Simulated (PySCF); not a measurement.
# Dipole response of Ni⁻ (nickel, charge -1)

[Ar] 3d9 4s2, 2D determinant. Calculation: PySCF 2.14, in x2c-TZVPPall with one added diffuse shell each of s, p, d, f type (7s6p5d3f1g, 80 functions); scalar relativity by spin-free X2C-1e. Coupled (time-dependent) response in atomic units; α is the mean over directions.

| method | mean α (bohr³) | α xx, yy, zz | C₆ (like pair) | S(−4) |
| --- | --- | --- | --- | --- |
| wB97X-V | 173.1 | 174.1, 174.1, 171.0 | 2607 | 14390 |

S(−4) is the Cauchy moment in α(ω) = α(0) + S(−4) ω² + …

α(iu) at wB97X-V:

```json
{"u (hartree)": "0", "α(iu) (bohr³)": "173.1"}
{"u (hartree)": "0.0500", "α(iu) (bohr³)": "143.7"}
{"u (hartree)": "0.100", "α(iu) (bohr³)": "96.93"}
{"u (hartree)": "0.200", "α(iu) (bohr³)": "44.59"}
{"u (hartree)": "0.300", "α(iu) (bohr³)": "25.10"}
{"u (hartree)": "0.500", "α(iu) (bohr³)": "11.99"}
{"u (hartree)": "0.750", "α(iu) (bohr³)": "6.881"}
{"u (hartree)": "1.00", "α(iu) (bohr³)": "4.695"}
{"u (hartree)": "1.50", "α(iu) (bohr³)": "2.717"}
{"u (hartree)": "2.00", "α(iu) (bohr³)": "1.821"}
{"u (hartree)": "3.00", "α(iu) (bohr³)": "1.021"}
{"u (hartree)": "5.00", "α(iu) (bohr³)": "0.4745"}
```

A single London oscillator, α(iu) = α/(1 + u²/ω²), gives C₆ = (3/4) ω α². Matching the computed C₆ needs ω = 4 × 2607 / (3 × 173.1²) = 0.116 hartree.

For an ion, C₆ is the dispersion term alone; charge-induced terms of lower order in 1/R come first.

The components differ because the open shell of this determinant is not spherical; for a pure term their mean is the scalar polarisability.
